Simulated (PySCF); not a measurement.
Compound: C₃H₉OSi (doublet state).
Geometry (GFN2-xTB, Å), atoms numbered from 1 in this order:
```
atom  x, y, z in Å
C1    -1.4375   -1.4069    0.1832
Si2   -0.1603   -0.1658    0.8607
C3    -0.7437    1.6354    0.6506
C4     1.5293   -0.4033   -0.0369
O5     2.4946    0.5475    0.3926
H6    -1.6171   -1.2381   -0.8779
H7    -2.3880   -1.3058    0.6975
H8    -1.1057   -2.4339    0.3018
H9    -1.0331    1.8226   -0.3829
H10   -1.6009    1.8578    1.2791
H11    0.0478    2.3346    0.9021
H12    1.4109   -0.2172   -1.1079
H13    1.9250   -1.4208    0.0715
H14    2.6783    0.3934    1.3243
```

The hyperfine couplings belong to this conformer and change with its torsions.

As a line formula: `C[Si](C)CO` [radical].

Theory: PySCF 2.14.0, UKS B3LYP, pcH-1 on C H O Si, non-relativistic, mean-field spin-orbit, GIAO. The structure is a single GFN2-xTB conformer in the gas phase; no vibrational or solvent corrections. Couplings are sensitive to structure, and on GFN2-xTB geometries they can be far from those on DFT ones, by a factor of two or more for some ions and for spin on atoms past the first row. The SCF solution wasn't tested for stability.

(1) Give the principal g shifts and their parts.

(2) How much does each term add to the isotropic shift?

(3) What are the electron Larmor frequencies g μB B/h along the three axes at 1200 mT?

(4) At 9.606 GHz, how far is the centre of the isotropic spectrum from where a free electron (g = 2.002319) resonates?

(5) In a frozen sample, at which fields do the three g values resonate at 9.5, 34, 94 and 263 GHz (hyperfine left aside), and which band first spreads them over more than twice a line width of 0.3 mT?

## Answers

(1) 
| Δg (ppm) | 1 | 2 | 3 |
| --- | --- | --- | --- |
| relativistic mass correction | -135 | -135 | -135 |
| gauge correction | 0 | 59 | 60 |
| orbital Zeeman/spin–orbit | -76 | 1466 | 2131 |
| total | -211 | 1391 | 2057 |

So g = 2.00211, 2.00371, 2.00438 and g_iso = 2.00340; the tensor is rhombic: the two nearest values differ by 29 % of g3 − g1. 

(2) The orbital-Zeeman/spin–orbit term 1174, the mass correction -135 and the gauge correction 40 ppm, for a total of 1079 ppm. The orbital-Zeeman/spin–orbit term is the largest in size. The mass correction is the same along every axis, so the anisotropy comes from the other two: their spans along these axes are 60 (gauge) and 2208 ppm (orbital Zeeman/spin–orbit).

(3) 33.6264, 33.6533, 33.6645 GHz for g1, g2 and g3, a range of 38.1 MHz.

(4) B = hν/(g μB) with μB/h = 13.99624 MHz/mT gives 342.77 mT for the free electron and 342.58 mT at g_iso, 0.18 mT lower.

(5) 
```
band    GHz  B(g3) mT  B(g2) mT  B(g1) mT  spread mT
   X    9.5    338.64    338.75    339.02       0.38
   Q   34.0   1211.96   1212.36   1213.33       1.37
   W   94.0   3350.71   3351.83   3354.51       3.80
   J  263.0   9374.86   9377.98   9385.48      10.62
```

The spread grows in proportion to the frequency. Q band is the first where it exceeds 0.6 mT.

The largest Mulliken spin population is on Si2 (+0.93). The angles at Si2 add up to 331.3°, so it is pyramidal.

The HOMO–LUMO gaps are 6.07 eV among the α and 4.58 eV among the β orbitals.

The run took 38 s (with the writing of density and orbital grids) on one thread, Arm Neoverse V1 (aarch64), no GPU (shared host), and the process peaked at 0.76 GiB of memory.
